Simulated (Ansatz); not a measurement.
Mulliken charges of AsO (`O=[As]`) radical from PBE/def2-TZVPP in Ansatz (PBE0-D4/def2-TZVP geometry).

| atom | x (Å) | y (Å) | z (Å) | charge (e) |
| --- | --- | --- | --- | --- |
| O1 | -0.686 | 0.248 | -0.347 | -0.388 |
| As2 | 0.686 | -0.248 | 0.347 | 0.388 |

Task: By hand: the dipole of these point charges (1 e Å = 4.8032 D).

Result: Σ q r = (0.532, -0.192, 0.269) e Å, of length 0.626 e Å = 3.01 D.

Task: How does the dipole of the full density compare? (Best estimate.)

Result: Computed: (0.417, -0.151, 0.211) e Å, 2.36 D; the point charges give 1.28 times that, at 0° from its direction.

Point charges leave out the atoms' own dipoles, such as those of lone pairs, and Mulliken's split depends on the basis, so the two needn't agree.
